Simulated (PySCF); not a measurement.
PySCF 2.14 output of an unrestricted PBE calculation on a single atom or ion in cc-pVDZ-X2C (8s7p5d3f1g, 84 functions), with the spin-free X2C one-electron Hamiltonian (Gaussian nucleus):

```
SCF conv_tol = 1e-09
number electrons alpha = 34  beta = 28
    J. P. Perdew, K. Burke, and M. Ernzerhof.,  Phys. Rev. Lett. 77, 3865 (1996)
    J. P. Perdew, K. Burke, and M. Ernzerhof.,  Phys. Rev. Lett. 78, 1396 (1997)
    J. P. Perdew, K. Burke, and M. Ernzerhof.,  Phys. Rev. Lett. 77, 3865 (1996)
    J. P. Perdew, K. Burke, and M. Ernzerhof.,  Phys. Rev. Lett. 78, 1396 (1997)
cycle= 1 E= -11269.8440676171  delta_E= -0.00405  |g|= 0.393  |ddm|= 0.37
cycle= 2 E= -11269.7845497431  delta_E= 0.0595  |g|= 0.743  |ddm|= 0.538
cycle= 3 E= -11269.865713143  delta_E= -0.0812  |g|= 0.00932  |ddm|= 0.368
cycle= 4 E= -11269.8657261232  delta_E= -1.3e-05  |g|= 0.00143  |ddm|= 0.00426
cycle= 5 E= -11269.8657264482  delta_E= -3.25e-07  |g|= 2.07e-05  |ddm|= 0.000743
cycle= 6 E= -11269.8657264484  delta_E= -1.67e-10  |g|= 7.62e-06  |ddm|= 2.5e-05
converged SCF energy = -11269.8657264484  <S^2> = 12.005408  2S+1 = 7.0015451
```

The run itself started from symmetry-adapted Hartree-Fock orbitals and held the occupation by maximum overlap, on a logarithmic radial grid, so the iterations belong to that start.

Which element, charge and spin multiplicity is this?

Gd²⁺ (gadolinium, charge +2), multiplicity 7; the state was [Xe] 4f8, high-spin 7F determinant (an excited configuration).

Spin-orbit coupling, absent here, splits the open shell strongly.
